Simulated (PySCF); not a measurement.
Dipole response of In⁺ (indium, charge +1)

[Kr] 4d10 5s2, closed-shell 1S. All numbers are calculated (PySCF 2.14, a scalar-relativistic core potential, in def2-TZVPPD with the def2 core potential (28 electrons)). Coupled (time-dependent) response in atomic units; α is the mean over directions.

```csv
method,mean α (bohr³),C₆ (like pair),S(−4)
UHF,29.65,210.6,391.8
PBE,23.42,159.6,226.1
PBE0,24.73,169.7,257.6
revPBE,23.85,163.2,235.6
MN15,24.73,171.0,254.8
```

S(−4) is the Cauchy moment in α(ω) = α(0) + S(−4) ω² + …

α(iu) at revPBE:

```
u (hartree)  α(iu) (bohr³)
          0          23.85
     0.0500          23.28
      0.100          21.75
      0.200          17.45
      0.300          13.52
      0.500          8.630
      0.750          5.734
       1.00          4.242
       1.50          2.724
       2.00          1.944
       3.00          1.151
       5.00         0.5359
```

For an ion, C₆ is the dispersion term alone; charge-induced terms of lower order in 1/R come first.

Energies and moments cover only the electrons outside the core potential.
